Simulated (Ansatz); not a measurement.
A structure relaxed at PBE-D4/def2-TZVP in Ansatz, charge 0, singlet:

Cartesian coordinates in Å:
```
B 0.239 -0.368 0.381
Cl 1.735 -1.223 -0.025
Cl -0.524 -0.640 1.956
N -0.335 0.515 -0.533
H -1.190 1.022 -0.335
H 0.074 0.695 -1.443
```

Q: Give its formula, name or SMILES and point group.

A: BCl2(NH2) (BNCl2H2). Point group C2v (tolerance 0.1 Å).

Q: Summarise the bond lengths by kind (pairs closer than 1.2 times the sum of covalent radii, bridged metal pairs left out).

A: 2 × B–Cl 1.77 Å; 1 × B–N 1.39 Å; 2 × H–N 1.01 Å.
